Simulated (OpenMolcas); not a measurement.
An OpenMolcas run meant for Te5+ (ANO-RCC-VQZP, DKH3; inactive shells 1s 2s 2p 3s 3p 3d 4s 4p 4d; intended active space 1 electron in 8 orbitals (5s 5p 6s 6p)). One step of its input:

```
&CASPT2
Multistate=1 1
Frozen=9 9
IPEA=0.25
Shift=2.0
MaxIter=60
WThr=0.0 0.3 0.05
PrWF=0.5
NoMix
```

The run finished. Its levels beside those of a sound run (SS-CASPT2, IPEA 0.25 Eh, imaginary shift 0.1 Eh (closed shells correlated: 4d)), in eV above each run's lowest level:

```
     Level  This run  Usual run
 5s 2S 1/2    0.0000     0.0000
5p 2P* 1/2   11.7150    11.7250
5p 2P* 3/2   12.9230    12.9330
```

Problem. Which setting is unsound, and how much does it matter here?

Solution. The level shift is far above the usual 0.1 to 0.3 hartree and damps the second-order energy. Against the sound run the excited levels shown move by 80 cm-1 on average and by 80 cm-1 at most.

With one active electron outside closed inactive shells, the extra shells (6p 6s) add no correlation to the reference. With one active electron, CASPT2 adds the correlation within the correlated inactive shells and between them and that electron, and leaves the splitting within a term as the reference gives it. Only configurations of the active space appear.

* marks odd parity.
